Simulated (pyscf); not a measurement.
**HO–Nb(OH)(SH)(Cl)–Cl (SMILES [OH][Nb]([OH])([SH])([Cl])[Cl]), singlet**

Gas-phase minimum from PySCF at ωB97X-D3(BJ)/def2-SVP, one conformer. 

SMILES: [OH][Nb]([OH])([SH])([Cl])[Cl]
```xyz
9

O      1.4687     1.8820     0.6766
Nb     0.5368     0.3228     0.2747
O      1.0903    -0.6389     1.7490
Cl    -0.6804     1.4955    -1.3700
Cl     1.4468    -1.0797    -1.2943
H      0.9320    -1.2055     2.5121
S     -1.5878    -0.1137     1.2594
H      1.3430     2.7529     0.2772
H     -2.3980     0.5033     0.3823
```

Bonds (Å): O1–Nb2 1.860, O1–H8 0.966, Nb2–O3 1.845, Nb2–Cl4 2.358, Nb2–Cl5 2.293, Nb2–S7 2.382, O3–H6 0.964, S7–H9 1.344. Angles (°): Nb2–O1–H8 126.9, O1–Nb2–O3 96.5, O1–Nb2–Cl4 89.6, O1–Nb2–Cl5 117.5, O1–Nb2–S7 120.7, O3–Nb2–Cl4 166.2, O3–Nb2–Cl5 96.3, O3–Nb2–S7 80.9, Cl4–Nb2–Cl5 91.8, Cl4–Nb2–S7 85.4, Cl5–Nb2–S7 121.7, Nb2–O3–H6 152.9, Nb2–S7–H9 100.6.

Properties at ωB97X-D3(BJ)/def2-SVP:

```yaml
harmonic_wavenumbers_unscaled: 66, 105, 149, 161, 182, 215, 248, 326, 347, 364, 404, 421, 452, 508, 556, 726, 769, 797, 2790, 3897, 3936 cm⁻¹
zero_point_energy: 24.9 kcal/mol
rotational_symmetry_number: 1
Entropy of this conformer at 298 K and 1 atm, rigid rotor and harmonic oscillator, modes under 100 cm⁻¹ raised to 100: 410.6 J/(mol K)
dipole_moment: 2.41 D
```

Single-point totals, which compare only within one level:

```csv
level,total energy (hartree)
ωB97X-D3(BJ)/def2-TZVP,-1528.27135
PBE/def2-TZVP,-1527.52874
r²SCAN/def2-TZVP,-1528.08452
B3LYP-D3(BJ)/def2-TZVP,-1528.28526
PBE0-D3(BJ)/def2-TZVP,-1527.59143
M06-2X/def2-TZVP,-1527.97097
ωB97M-D3(BJ)/def2-TZVP,-1528.32307
```

Soft torsions are taken as harmonic, which can shift the entropy by several J/(mol K). Elements past Kr carry the def2 core potentials, without spin-orbit coupling.
